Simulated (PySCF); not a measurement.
Compound: C8H11P.
Bonds: C1–C2, C2–C3, C3–C4 (aromatic), C4–P5 (aromatic), P5–C6 (aromatic), C6–C7 (aromatic), C7–C8 (aromatic), C8–C9, C3–C8 (aromatic). Hydrogens: H10, H11, H12 on C1; H13, H14 on C2; H15 on C4; H16 on C6; H17 on C7; H18, H19, H20 on C9.

All values: PBE0/pcSseg-1 (PySCF, non-relativistic), on one gas-phase PBE0-D3(BJ)/def2-SVP geometry that isn't relaxed in the solvent. The solvent is an IEF-PCM continuum (cavity from Bondi-type radii × 1.2). Specific hydrogen bonds and non-electrostatic terms are outside this model.

Gas phase at PBE0/pcSseg-1: HOMO -6.78 eV, LUMO -1.28 eV, dipole 2.47 D.

Question: What does the continuum do to the energy, the frontier levels and the dipole at PBE0/pcSseg-1 in chloroform and dichloromethane?

Answer: 
| solvent | ε | E(solvent) − E(gas) (kcal/mol) | polarisation term (kcal/mol) | distortion of the solute (kcal/mol) | HOMO (eV) | LUMO (eV) | dipole (D) |
| --- | --- | --- | --- | --- | --- | --- | --- |
| chloroform | 4.711 | -2.53 | -2.88 | 0.35 | -6.82 | -1.34 | 3.24 |
| dichloromethane | 8.93 | -3.08 | -3.61 | 0.53 | -6.84 | -1.37 | 3.41 |

The first energy column is the sum of the next two and covers electrostatics alone. From chloroform to dichloromethane the lowering changes by a factor 1.22, Onsager's factor (ε − 1)/(2ε + 1) by 1.18 and ε itself by 1.9.

Question: Which radius a makes the point-dipole formula ΔE = −[(ε − 1)/(2ε + 1)]·μ²/a³ give the value in dichloromethane, with the gas-phase dipole?

Answer: μ = 0.972 au and |ΔE| = 0.00491 Eh give a = 2.29 Å; the farthest nucleus lies 3.99 Å from the centroid of the nuclei, so such a sphere wouldn't even hold the nuclei. The formula assumes a rigid point dipole at the centre of a sphere.

Question: Which Hirshfeld charges (PBE0/pcSseg-1) respond most in chloroform (means over atoms taken as equivalent)?

Answer: 
```csv
atoms,environment,gas (e),solvent (e),change
P5,phosphorus bonded to 2 C,+0.070,+0.038,-0.032
H17,aromatic hydrogen,+0.046,+0.052,+0.006
H15,aromatic hydrogen,+0.040,+0.045,+0.005
H16,aromatic hydrogen,+0.044,+0.048,+0.004
H18/H19/H20,methyl hydrogen,+0.046,+0.050,+0.004
C6,aromatic CH carbon,-0.113,-0.116,-0.003
H13/H14,methylene hydrogen,+0.041,+0.044,+0.003
C7,aromatic CH carbon,-0.049,-0.051,-0.002
C4,aromatic CH carbon,-0.112,-0.114,-0.002
C8,substituted aromatic carbon,+0.013,+0.014,+0.001
H10/H11/H12,methyl hydrogen,+0.039,+0.041,+0.002
C3,substituted aromatic carbon,+0.013,+0.012,-0.001
```

Shape of the structure used: `[CH3:1][CH2:2][c:3]1[cH:4][p:5][cH:6][cH:7][c:8]1[CH3:9]`: C1–C2–C3–C4 -90°.
